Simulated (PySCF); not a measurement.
## Nuclear quadrupole coupling in `C/C(C#N)=N/[SiH2]CNC=O`

Compound: C5H9N3OSi.
Structure used (GFN2-xTB), in Å, numbered top down from 1:
```xyz
19
C5H9N3OSi angstrom
C     -3.3870   -0.6488    0.3527
C     -2.0978   -0.3057   -0.3355
C     -2.0875   -0.5839   -1.7441
N     -2.0555   -0.8157   -2.8666
N     -1.1122    0.1717    0.2757
Si     0.4657    0.7635   -0.1671
C      1.4378   -0.4159    1.0057
N      2.8238   -0.0357    1.1152
C      3.2967    0.9923    0.4292
O      2.6257    1.6755   -0.3204
H     -3.6064   -1.7086    0.2264
H     -3.3092   -0.4112    1.4097
H     -4.2043   -0.0834   -0.0936
H      0.7681    0.5264   -1.5746
H      0.2699    2.1085    0.3606
H      0.9864   -0.4018    1.9993
H      1.3816   -1.4440    0.6398
H      3.4271   -0.5672    1.7245
H      4.3673    1.1934    0.5860
```

Field gradients from the PBE0/pcSseg-1 density (PySCF, non-relativistic), principal values in atomic units, ordered |Vxx| ≤ |Vyy| ≤ |Vzz|:

```tsv
atom	Vxx	Vyy	Vzz
N4	0.4329	0.5834	-1.0163
N5	0.0928	0.9796	-1.0724
N8	0.3980	0.4604	-0.8584
O10	0.4294	0.8141	-1.2435
```

Task: Find the asymmetry η = (Vxx − Vyy)/Vzz and the couplings χ = eQV/h (234.96 MHz × Q in barn × V in au), with Q(14N) = 0.02044 b, Q(17O) = −0.0256 b.

Result: 
```tsv
atom	environment	nucleus	η	χzz (MHz)	χxx (MHz)	χyy (MHz)
N4	nitrile nitrogen	14N	0.15	-4.881	2.079	2.802
N5	C=N nitrogen	14N	0.83	-5.15	0.45	4.70
N8	amide nitrogen	14N	0.07	-4.123	1.912	2.211
O10	amide oxygen	17O	0.31	7.48	-2.58	-4.90
```

The tensor is traceless: Vxx + Vyy + Vzz = 0.

Task: What is Vzz at N8 in SI units (1 au = 9.71736 × 10²¹ V/m²)?

Result: -0.8584 au = -8.342 × 10²¹ V/m².

Task: And the gradient at the other heavy atoms, for which no coupling is worked out here?

Result: 
```json
{"atom": "C1", "environment": "methyl carbon", "Vzz (au)": "0.090", "η": "0.74"}
{"atom": "C2", "environment": "C=N carbon", "Vzz (au)": "-0.304", "η": "0.93"}
{"atom": "C3", "environment": "nitrile carbon", "Vzz (au)": "-0.411", "η": "0.07"}
{"atom": "Si6", "environment": "SiH2 silicon", "Vzz (au)": "0.529", "η": "0.97"}
{"atom": "C7", "environment": "sp3 carbon bound to nitrogen", "Vzz (au)": "0.352", "η": "0.41"}
{"atom": "C9", "environment": "amide carbonyl carbon", "Vzz (au)": "0.429", "η": "0.36"}
```

Task: What couplings would deuterons (Q(2H) = 0.00286 b) have in place of the hydrogens, at this geometry?

Result: 
| atom | bonded to | bond length (Å) | Vzz (au) | η | χzz (kHz) |
| --- | --- | --- | --- | --- | --- |
| H11 | C1 | 1.090 | 0.3090 | 0.04 | 208 |
| H12 | C1 | 1.086 | 0.3137 | 0.01 | 211 |
| H13 | C1 | 1.089 | 0.3089 | 0.04 | 208 |
| H14 | Si6 | 1.459 | 0.1631 | 0.03 | 110 |
| H15 | Si6 | 1.458 | 0.1669 | 0.04 | 112 |
| H16 | C7 | 1.091 | 0.3044 | 0.08 | 205 |
| H17 | C7 | 1.093 | 0.3034 | 0.08 | 204 |
| H18 | N8 | 1.009 | 0.4034 | 0.18 | 271 |
| H19 | C9 | 1.101 | 0.2804 | 0.06 | 188 |

Isolated species at its GFN2-xTB geometry (one conformer only). GFN2-xTB bond lengths can be off by several hundredths of an ångström, more for odd bonds, and the gradients follow them. With a basis this small, the couplings can be 20 % off.

These values come from a run that also computed NMR shieldings. Time: 43 s of wall time; peak memory 1.1 GiB. Hardware: one thread of an Arm Neoverse V1, on a shared host.
